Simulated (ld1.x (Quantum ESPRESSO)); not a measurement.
silver (Ag), PAW: configuration errors across variants

* Element: Ag (Z = 47)
* Generator: ld1.x (Quantum ESPRESSO) 7.5
* Type: PAW
* Functional: PBEsol
* Relativity: scalar-relativistic
* Frozen core: [Ar] 3d10
* Valence charge: 19
* Reference configuration: 4s2 4p6 4d9 5s0 5p0 (charge +2)
* Partial waves: 4s (bound): rcut 1.15, rcutus 1.45 bohr; 5s (bound, empty): rcut 1.15, rcutus 1.45 bohr; 4p (bound): rcut 1.65, rcutus 2.00 bohr; 5p (bound, empty): rcut 1.65, rcutus 2.00 bohr; 4d (bound): rcut 1.65, rcutus 2.00 bohr; 4d channel at 0.25 Ry: rcut 1.65, rcutus 2.00 bohr
* Local potential: all-electron potential smoothed inside 1.30 bohr (lloc = -2)
* Core correction: Bessel-smoothed model core, default radius (core density twice the valence density)
* Augmentation charge: BESSEL, radius 1.00 bohr

All-electron excitation energies from the reference (eV): (1) 4s2 4p6 4d10 5s1 5p0 -29.859; (2) 4s2 4p6 4d10 5s0 5p0 -22.113; (3) 4s2 4p6 4d8 5s0 5p0 36.182; (4) 4s2 4p6 4d9 5s1 5p1 -21.252; (5) 4s2 4p6 4d9 5s2 5p0 -25.808; (6) 4s2 4p6 4d9 5s1 5p0 -16.694; (7) 4s2 4p6 4d10 5s0.5 5p0 -26.839.

The overlap operator is not positive definite (basis up to 400 Ry) in “base”, “all radii but the core radius scaled by about 0.84 (s 1.22, p 1.68, d 1.68 bohr, rcut 0.96/1.38/1.38); local potential all-electron potential smoothed inside 1.10 bohr (lloc = -2); augmentation BESSEL, radius 0.84 bohr”, “all radii but the core radius scaled by about 0.91 (s 1.32, p 1.82, d 1.82 bohr, rcut 1.04/1.50/1.50); local potential all-electron potential smoothed inside 1.18 bohr (lloc = -2); augmentation BESSEL, radius 0.90 bohr”, “all radii but the core radius scaled by about 1.07 (s 1.56, p 2.14, d 2.14 bohr, rcut 1.24/1.78/1.78); local potential all-electron potential smoothed inside 1.40 bohr (lloc = -2); augmentation BESSEL, radius 1.08 bohr”. Such files are unfit for use, however small their errors in these radial tests.

Errors AE − PS in meV (a dash: test not solved or not reliable):

```tsv
change	(1)	(2)	(3)	(4)	(5)	(6)	(7)	bound ghosts
base	-191	-105	-207	-0.2	-11	-1.6	-157	not determined (overlap not positive)
all radii but the core radius scaled by about 0.74 (s 1.08, p 1.48, d 1.48 bohr, rcut 0.86/1.22/1.22); local potential all-electron potential smoothed inside 0.96 bohr (lloc = -2); augmentation BESSEL, radius 0.74 bohr	+3.1	+2.4	-2.0	+4.6	+4.6	+2.8	+2.8	none
all radii but the core radius scaled by about 0.84 (s 1.22, p 1.68, d 1.68 bohr, rcut 0.96/1.38/1.38); local potential all-electron potential smoothed inside 1.10 bohr (lloc = -2); augmentation BESSEL, radius 0.84 bohr	+7.2	+15	+48	+27	+14	+5.7	+10	not determined (overlap not positive)
all radii but the core radius scaled by about 0.91 (s 1.32, p 1.82, d 1.82 bohr, rcut 1.04/1.50/1.50); local potential all-electron potential smoothed inside 1.18 bohr (lloc = -2); augmentation BESSEL, radius 0.90 bohr	+23	+30	+78	+24	+9.7	+4.3	+26	not determined (overlap not positive)
all radii but the core radius scaled by about 1.07 (s 1.56, p 2.14, d 2.14 bohr, rcut 1.24/1.78/1.78); local potential all-electron potential smoothed inside 1.40 bohr (lloc = -2); augmentation BESSEL, radius 1.08 bohr	–	–	–	–	–	–	–	not determined (overlap not positive)
all radii but the core radius scaled by about 1.17 (s 1.70, p 2.34, d 2.34 bohr, rcut 1.34/1.92/1.92); local potential all-electron potential smoothed inside 1.52 bohr (lloc = -2); augmentation BESSEL, radius 1.16 bohr	–	–	–	–	–	–	–	none
all radii but the core radius scaled by about 1.21 (s 1.76, p 2.42, d 2.42 bohr, rcut 1.40/2.00/2.00); local potential all-electron potential smoothed inside 1.58 bohr (lloc = -2); augmentation BESSEL, radius 1.22 bohr	–	–	–	–	–	–	–	none
all radii but the core radius scaled by about 1.30 (s 1.88, p 2.60, d 2.60 bohr, rcut 1.50/2.14/2.14); local potential all-electron potential smoothed inside 1.68 bohr (lloc = -2); augmentation BESSEL, radius 1.30 bohr	–	–	–	–	–	–	–	none
```

**Question.** Give the same row for: all radii but the core radius scaled by about 1.37 (s 1.98, p 2.74, d 2.74 bohr, rcut 1.58/2.26/2.26); local potential all-electron potential smoothed inside 1.78 bohr (lloc = -2); augmentation BESSEL, radius 1.38 bohr.

**Answer.** –, –, –, –, –, –, –; bound ghosts: none.
